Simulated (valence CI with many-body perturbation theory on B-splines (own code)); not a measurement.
## Valence orbitals of S IV

Calculated by valence CI with perturbative core correlation (CI+MBPT): three valence electrons over a frozen Dirac-Fock core [Ne], a basis of 11 s, 11 p, 9 d, 7 f, 5 g, 2 h, 1 i functions for each j, with the one-electron correlation potential Σ1, the two-electron term Σ2, the three-electron term Σ3, Breit, model QED; selected CI, second order for the rest, scaled by the run's own slope (own B-spline code, finite nucleus).

Against 64 measured levels this calculation errs by 78 cm⁻¹ on average and by 191 at most. These come from a selection out of NIST levels in Podobedova, Kelleher and Wiese, J. Phys. Chem. Ref. Data 38, 171 (2009). Levels without a partner in it may be off by more.

These are the spectroscopic orbitals of the CI (the correlating ones are not listed), shaped by the core and the other valence electrons. h is the expectation value of the core's Dirac-Fock operator, without the valence repulsion; Σ1 is computed up to l = 3 at one energy for each symmetry, that of its lowest orbital but kept below the first core excitation, so for empty shells it is not the orbital's own correlation shift; Breit and QED include the response of the core.

```
Orbital  h (hartree)  Σ1 (cm⁻¹)  Breit (cm⁻¹)  QED (cm⁻¹)  ⟨r⟩ (bohr)
  3s1/2      -3.1994      -3558          76.0        50.4       1.531
  4s1/2      -1.5294       -812          20.9        13.9       3.404
  5s1/2     -0.88887       -306           8.3         5.5       6.078
  6s1/2      -0.5818       -151           4.2         2.8       9.477
  3p1/2      -2.7097      -3035          98.8        -5.8       1.677
  4p1/2      -1.3375       -702          26.6        -1.5       3.829
  5p1/2     -0.80216       -298          11.8        -0.7       6.686
  6p1/2     -0.53497       -156           6.3        -0.4       10.29
  3p3/2      -2.7037      -3007          54.6        -3.2       1.682
  4p3/2      -1.3354       -697          14.6        -0.8       3.836
  5p3/2     -0.80118       -296           6.5        -0.4       6.694
  6p3/2     -0.53444       -155           3.5        -0.2       10.30
  3d3/2      -2.0201      -2068           6.9        -1.0       2.038
  4d3/2      -1.0893       -659           2.9        -0.4       4.563
  5d3/2     -0.68508       -310           1.5        -0.2       7.770
  3d5/2      -2.0199      -2063          -0.9        -0.8       2.038
  4d5/2      -1.0892       -657          -0.3        -0.3       4.564
  5d5/2     -0.68504       -309          -0.2        -0.2       7.770
  4f5/2      -1.0154      -95.5           0.0         0.0       4.389
  5f5/2      -0.6497      -56.2           0.0         0.0       7.720
  4f7/2      -1.0153      -95.4           0.0         0.0       4.389
  5f7/2     -0.64968      -56.2           0.0         0.0       7.720
  5g7/2     -0.64064                      0.0         0.0       6.865
  5g9/2     -0.64063                      0.0         0.0       6.865
```

Among the shells of the start configuration 3s2 3p1, Σ1 is largest in size for 3s1/2, where it is 0.51 % of h.

Lowest root of each symmetry, sizes in configuration state functions:

```json
{"J": "1/2", "Parity": "even", "Roots": "10", "Reference": "27", "Variational": "9629", "Second order": "31503", "Change by selected CI (cm⁻¹)": "-1829", "Change by second order (cm⁻¹)": "-1"}
{"J": "3/2", "Parity": "even", "Roots": "12", "Reference": "36", "Variational": "16977", "Second order": "57513", "Change by selected CI (cm⁻¹)": "-1828", "Change by second order (cm⁻¹)": "-1"}
{"J": "5/2", "Parity": "even", "Roots": "9", "Reference": "32", "Variational": "18124", "Second order": "74805", "Change by selected CI (cm⁻¹)": "-1828", "Change by second order (cm⁻¹)": "-1"}
{"J": "7/2", "Parity": "even", "Roots": "2", "Reference": "18", "Variational": "11003", "Second order": "75044", "Change by selected CI (cm⁻¹)": "-6532", "Change by second order (cm⁻¹)": "-7"}
{"J": "9/2", "Parity": "even", "Roots": "1", "Reference": "9", "Variational": "6258", "Second order": "50638", "Change by selected CI (cm⁻¹)": "-11893", "Change by second order (cm⁻¹)": "-7"}
{"J": "1/2", "Parity": "odd", "Roots": "11", "Reference": "19", "Variational": "12240", "Second order": "31275", "Change by selected CI (cm⁻¹)": "-4387", "Change by second order (cm⁻¹)": "-1"}
{"J": "3/2", "Parity": "odd", "Roots": "16", "Reference": "27", "Variational": "18051", "Second order": "58377", "Change by selected CI (cm⁻¹)": "-4376", "Change by second order (cm⁻¹)": "-2"}
{"J": "5/2", "Parity": "odd", "Roots": "11", "Reference": "19", "Variational": "19873", "Second order": "76817", "Change by selected CI (cm⁻¹)": "-3958", "Change by second order (cm⁻¹)": "-3"}
{"J": "7/2", "Parity": "odd", "Roots": "6", "Reference": "10", "Variational": "17399", "Second order": "83512", "Change by selected CI (cm⁻¹)": "-4258", "Change by second order (cm⁻¹)": "-3"}
{"J": "9/2", "Parity": "odd", "Roots": "2", "Reference": "2", "Variational": "8387", "Second order": "65058", "Change by selected CI (cm⁻¹)": "-4257", "Change by second order (cm⁻¹)": "-7"}
```
